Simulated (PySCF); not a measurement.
Mapped SMILES: `[CH2:1]=[CH:2][Al-:3]([CH:4]=[CH2:5])([CH:6]=[CH2:7])[CH:8]=[CH2:9]` (H(Xn): hydrogen on atom n). Ha(C1), Ha(C5), Ha(C7), Ha(C9) are cis to Al3; Hb(C1), Hb(C5), Hb(C7), Hb(C9) are trans to Al3.

Geometry: PBE0-D3(BJ)/def2-SVP; GIAO shifts from PySCF, gas phase, non-relativistic, averaged over equivalent atoms.

At KT2/pcSseg-1 (220 basis functions, 48 s wall time on 1 thread of an x86-64 server CPU, shared host):
```tsv
atoms	δ (ppm)
C2/C4/C6/C8	157.2
C1/C5/C7/C9	123.0
Al3	50.6
H(C2)/H(C4)/H(C6)/H(C8)	6.60
Hb(C1)/Hb(C5)/Hb(C7)/Hb(C9)	5.96
Ha(C1)/Ha(C5)/Ha(C7)/Ha(C9)	5.42
```

References, each an isolated molecule treated in the same way: ¹³C (σ = 183.22 ppm) and ¹H (σ = 31.18 ppm) against TMS; AlH4- for ²⁷Al (σ = 497.73 ppm).

Question: Estimate the result of repeating the calculation with PBE0/pcSseg-1.

Answer: 
| atoms | δ at PBE0/pcSseg-1 | change |
| --- | --- | --- |
| C2/C4/C6/C8 | 172.6 | +15.4 |
| C1/C5/C7/C9 | 132.4 | +9.4 |
| Al3 | 46.3 | -4.3 |
| H(C2)/H(C4)/H(C6)/H(C8) | 6.97 | +0.37 |
| Hb(C1)/Hb(C5)/Hb(C7)/Hb(C9) | 6.00 | +0.04 |
| Ha(C1)/Ha(C5)/Ha(C7)/Ha(C9) | 5.57 | +0.15 |

Chemical shifts δ = σref − σ; ¹³C (184.41 ppm) and ¹H (31.27 ppm) vs TMS; ²⁷Al (489.28 ppm) vs AlH4-, all at this level.

The largest change is at C2/C4/C6/C8 (alkene CH). Cost: 220 basis functions, 31 s wall time on 1 thread of an x86-64 server CPU, shared host.
